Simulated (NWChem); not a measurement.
CH3ClFIn; SMILES [CH3][In]([F])[Cl]

```xyz
7

In    -0.0152    -0.2557     0.0007
F     -1.9144    -0.7350    -0.0011
Cl     0.1962     2.0776    -0.0005
C      1.5387    -1.7169    -0.0010
H      2.2220    -1.5127     0.8339
H      2.0891    -1.6443    -0.9488
H      1.0941    -2.7148     0.1032
```
Atoms are numbered in this order, from 1.

Program: NWChem. Coordinates come from a PBE0/def2-SVP optimisation. def2 effective core potentials on In; no spin-orbit coupling. Ions are spin-unrestricted doublets at the neutral geometry; other ion states weren't tried. Functional: LC-ωPBE (HJS hole) with def2-SVP; rows give the range parameter ω in 1/bohr.

```json
[
 {"range parameter (1/bohr)": "0.10", "vertical ionisation energy, ΔSCF (eV)": "10.38", "−ε(HOMO) (eV)": "8.59", "ΔSCF minus −ε(HOMO) (eV)": "1.79"},
 {"range parameter (1/bohr)": "0.20", "vertical ionisation energy, ΔSCF (eV)": "10.71", "−ε(HOMO) (eV)": "9.80", "ΔSCF minus −ε(HOMO) (eV)": "0.91"},
 {"range parameter (1/bohr)": "0.25", "vertical ionisation energy, ΔSCF (eV)": "10.89", "−ε(HOMO) (eV)": "10.28", "ΔSCF minus −ε(HOMO) (eV)": "0.61"},
 {"range parameter (1/bohr)": "0.60", "vertical ionisation energy, ΔSCF (eV)": "___", "−ε(HOMO) (eV)": "___", "ΔSCF minus −ε(HOMO) (eV)": "___"},
 {"range parameter (1/bohr)": "0.80", "vertical ionisation energy, ΔSCF (eV)": "11.70", "−ε(HOMO) (eV)": "12.44", "ΔSCF minus −ε(HOMO) (eV)": "-0.74"}
]
```

Q: Fill in the missing entries.

A: 
- 0.60, vertical ionisation energy, ΔSCF (eV): 11.60
- 0.60, −ε(HOMO) (eV): 12.08
- 0.60, ΔSCF minus −ε(HOMO) (eV): -0.48
